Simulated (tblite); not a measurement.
Problem. Write Cartesian coordinates for `C#Cc1c[c]c(N)c(F)c1` [radical] as optimised with GFN2-xTB. (Doublet state.)

Solution. 
```
atom  x, y, z in Å
C1    -2.5847    1.9435   -1.9552
C2    -1.7535    1.3136   -1.3585
C3    -0.7800    0.5544   -0.6774
C4    -0.0638   -0.4487   -1.3650
C5     0.8464   -1.1675   -0.6713
C6     1.1623   -1.0164    0.6623
N7     2.0448   -1.8116    1.3465
C8     0.4379    0.0017    1.3105
F9     0.7169    0.2363    2.6221
C10   -0.5082    0.7691    0.6717
H11   -3.3133    2.5040   -2.4603
H12   -0.2577   -0.6178   -2.4128
H13    2.3576   -1.4713    2.2410
H14    2.7222   -2.3170    0.8019
H15   -1.0312    1.5355    1.2224
```

Any rigid rotation of these coordinates is as good. Atoms count from 1 in this order. C10 (carbon bonded to 2 C and H) is planar (angles 120.6°, 119.9° and 119.5°, sum 360.0°, 0.00 Å off the plane of its three neighbours). C6 (carbon bonded to 2 C and N) is planar (angles 124.5°, 121.4° and 114.0°, sum 359.9°, 0.02 Å off the plane of its three neighbours). C4 (carbon bonded to 2 C and H) is planar (angles 122.4°, 119.6° and 118.0°, sum 360.0°, 0.00 Å off the plane of its three neighbours). C8 (carbon bonded to 2 C and F) is planar (angles 122.9°, 119.5° and 117.6°, sum 360.0°, 0.01 Å off the plane of its three neighbours).

Bonds between heavy atoms (Å): C1≡C2 1.202, C2–C3 1.410, C3–C4 1.411, C4–C5 1.351, C5–C6 1.379, C6–N7 1.371, C6–C8 1.408, C8–F9 1.361, C8–C10 1.376, C3–C10 1.393.

Structure optimised with GFN2-xTB, isolated species. This method treats the open shell by occupation alone, without spin polarisation.

Point group: near Cs, missed by 0.28 Å at most; the miss may be what the optimiser left on a soft mode. Its GFN2-xTB frequencies are all real (lowest 89 cm⁻¹).

On one thread of an Arm Neoverse V1, no GPU, shared host with 32 logical CPUs at a one-minute load of 14, this took 0.23 s wall. This is the geometry optimisation.

These are computed values.
